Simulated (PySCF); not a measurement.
Compound: C₆H₄ClN₃.
Geometry (GFN2-xTB, Å), atoms numbered from 1 in this order:
```
atom  x, y, z in Å
Cl1   -0.714    3.100   -0.004
C2    -0.658    1.390   -0.025
C3    -1.758    0.590   -0.111
C4    -1.616   -0.815   -0.120
C5    -0.380   -1.390   -0.046
C6     0.746   -0.557    0.040
C7     2.131   -0.688    0.130
N8     2.667    0.530    0.183
N9     1.752    1.430    0.136
N10    0.574    0.822    0.049
H11   -2.734    1.039   -0.171
H12   -2.502   -1.424   -0.188
H13   -0.240   -2.458   -0.051
H14    2.732   -1.571    0.156
```

Computed, not measured: PySCF, TDDFT PBE0/def2-SVPD, vertical, gas phase, core orbitals frozen in the response.

Transition dipole moments from the ground state, in atomic units and in the frame of the coordinates above (overall signs are arbitrary), for the states with f of 0.002 or more among the lowest 6:

```
state  E (eV)      μx      μy      μz
   S1   4.195   0.350  -0.815   0.011
   S3   4.944   0.749  -0.130   0.048
   S4   5.444  -0.011  -0.002   0.160
   S6   6.248  -1.398  -1.019  -0.106
```

(1) Work out the oscillator strengths.

(2) Label these states by symmetry in Cs.

(3) Which bond between heavy atoms lies closest to the direction of the S6 transition dipole?

(4) What angle do the transition dipoles of S3 and S6 make?

(5) What peak molar absorption coefficient would the strongest computed level give as a lone Gaussian band 0.4 eV wide at half height?

Results:

(1) f = (2/3) ΔE |μ|² with ΔE in hartree (27.2114 eV).

```csv
state,|μ|² (au),|μ| (D),f
S1,0.787,2.25,0.081
S3,0.580,1.94,0.070
S4,0.026,0.41,0.003
S6,3.003,4.40,0.460
```

(2) The ground state is totally symmetric, so the direction of μ fixes the label. Polarised normal to the mirror plane, so A″: S4. Polarised in the mirror plane, so A′: S1, S3 and S6.

(3) C2–C3 and C5–C6, at 0° from it; next N9–N10 at 9°.

(4) |cos θ| = |μa·μb| / (|μa| |μb|) = 0.70, so θ ≈ 46° (taken between 0 and 90°, since the signs are arbitrary).

(5) ε(max) = 2.175×10⁸ f / FWHM, with the width in cm⁻¹. S6: 2.175×10⁸ × 0.4598 / 3226 ≈ 31000 L mol⁻¹ cm⁻¹.

The run took about 2.1 min of CPU time (one thread, shared machine).
